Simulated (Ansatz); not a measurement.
Geometry optimisation, UKS B3LYP/6-31G in Ansatz 0.2.0.

Input:

```yaml
crystal:
  periodic: [false, false, false]
  atoms:
    - { symbol: Si, position_ang: [-1.207386, 0.128008, -0.254413] }
    - { symbol: Cl, position_ang: [-0.798559, 2.208289, -0.682642] }
    - { symbol: H, position_ang: [-1.378518, -0.562772, -1.568005] }
    - { symbol: H, position_ang: [-2.53784, 0.166343, 0.442767] }
    - { symbol: Si, position_ang: [0.520716, -0.712801, 1.131014] }
    - { symbol: H, position_ang: [1.355026, 1.193268, -1.793014] }
    - { symbol: F, position_ang: [1.436848, 0.283776, -1.632123] }
    - { symbol: H, position_ang: [1.387126, 0.402145, 1.6339] }
    - { symbol: H, position_ang: [-0.127948, -1.380693, 2.311909] }
    - { symbol: H, position_ang: [1.350535, -1.725665, 0.410608] }
magnetization:
  spin_polarized: true
basis:
  gaussian: { orbitals: "6-31G" }
hamiltonian:
  xc: b3lyp
relax:
  f_tol: 0.03
  max_steps: 50
```

Command:

```bash
$ ansatz run input.yaml --threads 2 --pin off --max-ram 3072MiB --backend cpu --events-out ev --progress --plain --runs-dir out
```

Question: Where does it end, and by what steps?

Answer: The run converged. Limits of this set-up: no polarisation functions. After 6 steps the energy has fallen by 0.112 eV; H6 moved furthest, 0.23 Å.

| step | energy less start (eV) | largest force component (eV/Å) | accepted |
| --- | --- | --- | --- |
| 0 | 0.0000 | 1.424 | yes |
| 1 | -0.0441 | 1.651 | yes |
| 2 | -0.0330 | 1.659 | no |
| 3 | -0.1056 | 0.454 | yes |
| 4 | -0.1018 | 0.184 | no |
| 5 | -0.1113 | 0.079 | yes |
| 6 | -0.1120 | 0.024 | yes |

```xyz
10
Properties=species:S:1:pos:R:3
Si -1.236 0.082 -0.236
Cl -0.734 2.191 -0.851
H -1.450 -0.643 -1.526
H -2.547 0.243 0.474
Si 0.519 -0.754 1.123
H 1.223 1.262 -1.618
F 1.629 0.393 -1.635
H 1.390 0.388 1.541
H -0.099 -1.378 2.345
H 1.304 -1.785 0.382
```

Whether the end is a true minimum wasn't checked by a vibrational analysis.

The run took 7.5 s on 2 threads of AMD EPYC 9R45 96-Core Processor (Zen 5) (shared host), peak memory 0.21 GiB.
